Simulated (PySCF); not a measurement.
## A computed series MO(OH)

Computed with PySCF 2.14.0, PBE0, def2-SVP on the ligands, density fitting, scalar-relativistic core potentials, no spin-orbit coupling, vacuum. Each member is relaxed from one template within its symmetry. Distances are means of the shortest metal–ligand contacts, charges and spins Mulliken's. lcecp potentials hold a fixed number of 4f electrons in the core, out of states, spins and gaps.

| metal | basis on the metal | point group | M–O (Å) | M–OH (Å) | charge on M (e) | dipole (D) | strongest infrared band, degenerate modes summed (cm⁻¹) | unstable modes (below −25 cm⁻¹) |
| --- | --- | --- | --- | --- | --- | --- | --- | --- |
| Y | def2-SVP with ECP28 | Cs | 1.824 | 2.046 | 0.74 | 6.18 | 862 | 0 |
| Pm | lcecp-1-SVP with ECP50 | Cs | 1.870 | 2.119 | 0.81 | 6.03 | 813 | 0 |

Question: Order these by the M–O distance, lowest first.
A. Tl, def2-SVP with ECP60
B. Gd, lcecp-1-SVP with ECP53
C. Yb, lcecp-1-SVP with ECP59
D. Ho, lcecp-1-SVP with ECP56
E. Ce, lcecp-1-SVP with ECP47

Answer: C (1.809), D (1.826), B (1.849), A (1.893), E (1.901).

Question: What else do they give?

Answer: 
```tsv
metal	basis on the metal	point group	M–O (Å)	M–OH (Å)	charge on M (e)	dipole (D)	strongest infrared band, degenerate modes summed (cm⁻¹)	unstable modes (below −25 cm⁻¹)
Ce	lcecp-1-SVP with ECP47	Cs	1.901	2.162	0.86	6.02	798	0
Gd	lcecp-1-SVP with ECP53	Cs	1.849	2.082	0.81	6.14	817	0
Ho	lcecp-1-SVP with ECP56	Cs	1.826	2.046	0.79	6.17	823	0
Yb	lcecp-1-SVP with ECP59	Cs	1.809	2.011	0.79	6.22	513	0
Tl	def2-SVP with ECP60	Cs	1.893	2.032	0.73	3.66	–	0
```

From Ce to Yb the M–O distance shrinks by 0.09 Å, the lanthanide contraction.

One start shape was tried for each, so a minimum needn't be the lowest isomer.
